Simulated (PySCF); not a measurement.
**Zn²⁺ (zinc, charge +2) across methods**

[Ar] 3d9 4p1, one real determinant (an excited configuration). All numbers are calculated (PySCF 2.14, scalar relativity by spin-free X2C-1e, in ANO-RCC-VTZP (6s5p3d2f1g, 59 functions)).

```json
{"method": "M06-L", "E (hartree)": "-1794.214", "mean ε 3d α (eV)": "-40.315", "mean ε 3d β (eV)": "-38.853", "mean ε 4p α (eV)": "-18.991", "Σ⟨r²⟩ (bohr²)": "20.04", "⟨S²⟩": "2.001"}
{"method": "LDA", "E (hartree)": "-1791.225", "mean ε 3d α (eV)": "-40.384", "mean ε 3d β (eV)": "-39.073", "mean ε 4p α (eV)": "-19.391", "Σ⟨r²⟩ (bohr²)": "20.21", "⟨S²⟩": "2.000"}
{"method": "UHF", "E (hartree)": "-1792.79718", "mean ε 3d α (eV)": "-52.396", "mean ε 3d β (eV)": "-50.580", "mean ε 4p α (eV)": "-21.742", "Σ⟨r²⟩ (bohr²)": "20.43", "⟨S²⟩": "2.001"}
{"method": "r2SCAN", "E (hartree)": "-1794.255", "mean ε 3d α (eV)": "-40.501", "mean ε 3d β (eV)": "-39.175", "mean ε 4p α (eV)": "-19.474", "Σ⟨r²⟩ (bohr²)": "20.13", "⟨S²⟩": "2.001"}
{"method": "MN15", "E (hartree)": "-1795.469", "mean ε 3d α (eV)": "-44.286", "mean ε 3d β (eV)": "-43.120", "mean ε 4p α (eV)": "-20.572", "Σ⟨r²⟩ (bohr²)": "20.34", "⟨S²⟩": "2.000"}
{"method": "PBE0", "E (hartree)": "-1794.040", "mean ε 3d α (eV)": "-43.334", "mean ε 3d β (eV)": "-41.961", "mean ε 4p α (eV)": "-20.045", "Σ⟨r²⟩ (bohr²)": "20.22", "⟨S²⟩": "2.000"}
{"method": "B3LYP", "E (hartree)": "-1794.326", "mean ε 3d α (eV)": "-42.770", "mean ε 3d β (eV)": "-41.483", "mean ε 4p α (eV)": "-19.964", "Σ⟨r²⟩ (bohr²)": "20.23", "⟨S²⟩": "2.000"}
```

(1) Estimate the same row for PBE.

⟨L²⟩ = 8.01 against 12 for a pure F term, so this real determinant mixes terms.

Answers

(1) E (hartree) = -1794.018; mean ε 3d α (eV) = -40.015; mean ε 3d β (eV) = -38.765; mean ε 4p α (eV) = -19.307; Σ⟨r²⟩ (bohr²) = 20.26; ⟨S²⟩ = 2.000.
